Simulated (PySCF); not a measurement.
Geometries of 2 isomers of C2H5FGeSi, from PySCF 2.14.0, PBE0-D3(BJ)/def2-SVP geometry optimisation, gas phase. One conformer each, no zero-point energy, no frequencies.

Question: Which isomer lies lower at this level?
A.
```xyz
10
angstrom
F      3.225   -1.188   -0.166
Ge     2.428    0.353   -0.024
C      0.582    0.000    0.222
C     -0.614   -0.207    0.379
Si    -2.407   -0.537    0.614
H      2.663    1.097   -1.342
H      3.015    1.043    1.210
H     -3.048   -0.746   -0.715
H     -2.573   -1.757    1.454
H     -3.032    0.634    1.295
```
B.
```xyz
10
angstrom
F      3.361   -1.361    0.819
Si     2.459   -1.337   -0.530
C      0.809   -0.664   -0.134
C     -0.302   -0.215    0.114
Ge    -2.029    0.488    0.514
H      3.136   -0.462   -1.522
H      2.329   -2.732   -1.024
H     -2.399    1.508   -0.571
H     -1.965    1.163    1.890
H     -3.035   -0.671    0.526
```

Answer: B. That is `F[SiH2]C#[C][GeH3]`, 15.1 kcal/mol below the other.

| SMILES | atoms numbered as above | E (Eh) | relative (kcal/mol) | relative (kJ/mol) | dipole (D) |
| --- | --- | --- | --- | --- | --- |
| F[SiH2]C#[C][GeH3] | [F:1][SiH2:2][C:3]#[C:4][GeH3:5] | -2544.48622 | 0.0 | 0.0 | 1.98 |
| [F][GeH2][C]#C[SiH3] | [F:1][GeH2:2][C:3]#[C:4][SiH3:5] | -2544.46221 | 15.1 | 63.0 | 2.12 |

As drawn, the lower has an Si–F bond, which the higher lacks.
